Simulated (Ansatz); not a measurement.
Two isomers of CH8O2Si2: A = `CO[SiH2]O[SiH3]`, B = `C[SiH2][SiH](O)O`.

Isolated molecules relaxed with PBE0-D4/def2-TZVP in Ansatz; ΔE leaves out vibrations. CCSD(T)/CBS adds triple-zeta CCSD(T) − MP2 to the extrapolated MP2 energy (def2 sets, frozen cores). DFT in def2-TZVPP. Each species was taken in one conformer, which may not be the lowest.

Question: Which isomer does CCSD(T)/CBS put lower? Give the gap. (An estimate is asked.)

Answer: Computed: A, by 19.7 kJ/mol.

Question: Give E(B) − E(A) in kJ/mol with PBE0-D4, B2PLYP, CCSD(T)/def2-TZVPP, r2SCAN-D4, HF/def2-TZVPP, PBE-D4, MP2/def2-TZVPP. (An estimate is asked.)

Answer: The calculation gave: PBE0-D4 2.0, B2PLYP 28.3, CCSD(T)/def2-TZVPP 23.4, r2SCAN-D4 12.2, HF/def2-TZVPP 64.9, PBE-D4 -6.9, MP2/def2-TZVPP 23.5. The order is the other way round with PBE-D4.

Largest T1 diagnostic: 0.012.

From PBE to PBE0 (25 % exact exchange), in def2-TZVPP and without D4, E(B) − E(A) moves by +8.9 kJ/mol. In def2-TZVPP, CCSD(T) changes the Hartree–Fock value by −41.5 kJ/mol (the triples alone add −5.0 kJ/mol) and MP2 by −41.4 kJ/mol.
